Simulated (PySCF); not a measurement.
Compound: [VO2F2]- (charge -1 and singlet state).
Cartesian coordinates in Å at the PBE0-D3(BJ)/def2-SVP level; atoms count from 1:
```
atom  x, y, z in Å
V1     0.0413   -0.0002    0.0317
O2     0.0486   -0.0117    1.6203
O3     1.5373    0.0063   -0.4984
F4    -0.8163    1.4393   -0.5660
F5    -0.8109   -1.4338   -0.5876
```

The calculation used TDDFT B3LYP/def2-SVPD, vertical, gas phase, core orbitals frozen in the response (PySCF 2.14.0, density-fitted response routines). The geometry's basis has no diffuse functions, a weakness for an anion.

Broadening: Gaussians 0.4 eV wide at half height, area fixed by f = 4.319×10⁻⁹ ∫ε dν̃. The cross-section is σ = 3.8235×10⁻²¹ ε cm², given in Mb (10⁻¹⁸ cm²). The width is an assumption, not a result. The curve ends short of the highest state used, and states not computed would add to its high-energy end.

E (eV), σ (Mb) and a bar:
```
     3.63       0.00 
     3.72       0.01 
     3.80       0.04 
     3.88       0.13 #
     3.96       0.31 ###
     4.04       0.59 ######
     4.12       0.91 ##########
     4.20       1.13 ############
     4.29       1.12 ############
     4.37       0.92 ##########
     4.45       0.65 #######
     4.53       0.41 ####
     4.61       0.25 ###
     4.69       0.16 ##
     4.77       0.14 #
     4.86       0.27 ###
     4.94       0.57 ######
     5.02       1.02 ###########
     5.10       1.49 ################
     5.18       1.76 ###################
     5.26       1.70 ##################
     5.34       1.34 ##############
     5.43       0.84 #########
     5.51       0.49 #####
     5.59       0.33 ###
     5.67       0.39 ####
     5.75       0.70 #######
     5.83       1.27 #############
     5.91       2.00 #####################
     6.00       2.84 ##############################
```

(1) Where are the band maxima, and which computed states make them?

(2) Coming from long wavelengths, where does ε first pass 100 L mol⁻¹ cm⁻¹?

(3) On this curve, what absorbance would a 10⁻⁵ mol/L sample give at 254 nm over a 1 cm path?

## Answers

(1) 292 nm (4.24 eV), ε about 300, made up of S1 (96%); 238 nm (5.20 eV), ε about 460, made up of S3 (87%) (ε in L mol⁻¹ cm⁻¹; maxima over ε = 5, shares over 10%). At its high-energy end, 6.00 eV, the curve is still rising (ε about 740, from S9, S10, S11 and S13). The states used: S1 4.23 eV (f 0.0043); S2 4.53 eV (f 0.0006); S3 5.19 eV (f 0.0060); S4 5.20 eV (f 0.0004); S5 5.29 eV (f 0.0000); S6 5.38 eV (f 0.0009); S7 5.67 eV (f 0.0000); S8 5.75 eV (f 0.0000); S9 5.94 eV (f 0.0025); S10 6.06 eV (f 0.0061); S11 6.18 eV (f 0.0023); S12 6.24 eV (f 0.0016); S13 6.31 eV (f 0.0062); S14 6.46 eV (f 0.0002); S15 6.60 eV (f 0.0003).

(2) At about 311 nm (3.99 eV), 0.25 eV below S1.

(3) 254 nm is 4.881 eV, where ε is about 88 L mol⁻¹ cm⁻¹, so A = ε c l ≈ 0.00088 (Beer–Lambert, with the gas-phase spectrum and the assumed width).

No detachment energy is given for this anion; states above it aren't bound, and a finite basis only mimics them.
